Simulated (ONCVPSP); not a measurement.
**Configuration tests for cobalt (ONCV)**

ONCVPSP 4.0.1 input, shortened (lines: element, Z, core and valence counts, functional; n l f; lmax; l rc ep ncon nbas qcut; lloc lpopt rc5 dvloc0; l nproj debl; icmod fcfact rcfact), PBE, scalar-relativistic:

```
  Co 27.00    3    4        4      upf
    1    0    2.00
    2    0    2.00
    2    1    6.00
    3    0    2.00
    3    1    6.00
    3    2    7.00
    4    0    2.00
    2
    0    1.35    0.00    4    8    6.90
    1    0.95    0.00    4    7   14.60
    2    1.45    0.00    3    8    8.70
    4    3    0.85    2.00
    0    2    3.20
    1    2    1.60
    2    1    1.50
    0    0.00    0.00
```

In the p channel the program set the typed energies aside and used -2.412, 0.250 Ha.

Energies are relative to the spin-unpolarised reference configuration 3s2 3p6 3d7 4s2; without spin polarisation the order of configurations can differ from experiment.

(1) Give the all-electron excitation energy and the error of the potential for: 3s2 3p6 3d7 4s1; 3s2 3p6 3d7 4s0; 3s2 3p6 3d6 4s0; 3s2 3p6 3d5 4s0.

Answers

(1)

```csv
valence configuration,charge,ΔE all-electron (eV),error AE − PS (meV)
3s2 3p6 3d7 4s1,+1,9.031,+1.1
3s2 3p6 3d7 4s0,+2,25.816,+6.6
3s2 3p6 3d6 4s0,+3,61.686,-25
3s2 3p6 3d5 4s0,+4,117.037,+256
```
